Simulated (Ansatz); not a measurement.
Cartesian coordinates (Å):
SMILES: [C@@H]12CC[C@@H]([C@@H](B)[C@@H]1S)C2
```xyz
22

B      2.3277     0.8679    -0.1297
C      0.7778     0.8644    -0.1099
C      0.0152     0.3438     1.1240
C      0.2853    -1.1627     1.2570
C     -0.4975    -1.7609     0.0587
C     -1.1383    -0.5266    -0.5999
C     -1.4338     0.3505     0.6226
C     -0.0141     0.2578    -1.3027
S     -0.5770     1.4637    -2.5469
H      2.9493     0.9780     0.9046
H      2.9345     0.8559    -1.1771
H      0.6562     1.9761    -0.1485
H      0.2249     0.9187     2.0370
H      1.3619    -1.3928     1.2314
H     -0.0999    -1.5443     2.2149
H     -1.2759    -2.4609     0.3984
H      0.1449    -2.3135    -0.6440
H     -1.9809    -0.7547    -1.2663
H     -1.8049     1.3559     0.3676
H     -2.1445    -0.1155     1.3230
H      0.6081    -0.4222    -1.9052
H     -1.3188     2.2215    -1.7091
```
Charge 0, multiplicity 1.

All values below come from frozen-core CCSD(T)/cc-pVDZ // PBE0-D3(BJ)/def2-SVP run with Ansatz (a program for electronic structure).

| Quantity | Value |
|---|---|
| HF energy | -694.85068 Ha |
| MP2 correlation energy | -1.20002 Ha |

Task: Estimate the CCSD correlation energy, the (T) correction, the total energy and the T1 diagnostic.

Result: 
The CCSD correlation energy comes out as -1.29513 Ha and the (T) correction is -0.04559 Ha. The CCSD(T) total energy is -696.19140 Ha and the T1 diagnostic is 0.009.
